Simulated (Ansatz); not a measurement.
**Question.** Name a neutral molecule of C, F, N, Zn and H with LUMO energy (B3LYP/def2-TZVPP) between -1.00 and -0.70 eV and size of the dipole moment (PBE/def2-TZVPP) between 3.60 and 3.90 D (Ansatz, PBE0-D4/def2-TZVP geometry).

**Answer.** `N[CH2][Zn][F]` (-0.85 eV, 3.65 D). Other molecules can fit too; these were computed, each in one conformer that needn't be the lowest.

B3LYP here is the variant with VWN-RPA as its local correlation; programs differ in this.
